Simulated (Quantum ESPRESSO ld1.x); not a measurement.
Radial electron density D(r) = 4 pi r^2 rho(r) of an atom or ion with 33 electrons. All-electron calculation, Dirac Kohn-Sham, revPBE, spin-unpolarised, spherical densities, point nucleus. Program: ld1.x of Quantum ESPRESSO 7.5.

r (bohr),D(r) (e/bohr)
0.003764,4.322
0.00494,6.758
0.006484,10.31
0.008443,15.05
0.01108,21.32
0.01443,28.37
0.01894,35.53
0.02467,40.65
0.03238,42.16
0.04216,39.57
0.05533,35.45
0.07263,35.11
0.09458,41.11
0.1241,48.61
0.1616,47.46
0.2122,35.93
0.2763,26.79
0.3626,28.91
0.4722,32.94
0.6198,26.81
0.8135,14.44
1.059,6.288
1.39,3.703
1.811,3.127
2.377,2.036
3.095,0.8197
4.062,0.1793
5.289,0.02113
6.942,0.0009182

What is the nuclear charge?

Answer. Z = 34. The innermost maximum, from 1s, lies near gamma/Z bohr with gamma = sqrt(1 - (Z/c)^2) = 0.969, here 0.0285 bohr (found: 0.0309), and its height grows with Z. The density is that of the selenium ion Se+ in [Ar] 3d10 4p5; the configuration itself is not fixed sharply by these data, and Z only to about a unit. D(r) has 3 maxima, at r = 0.0309, 0.139, 0.472 bohr, and minima at 0.0649, 0.297 bohr, inside which lie 2.10, 10.98 electrons.
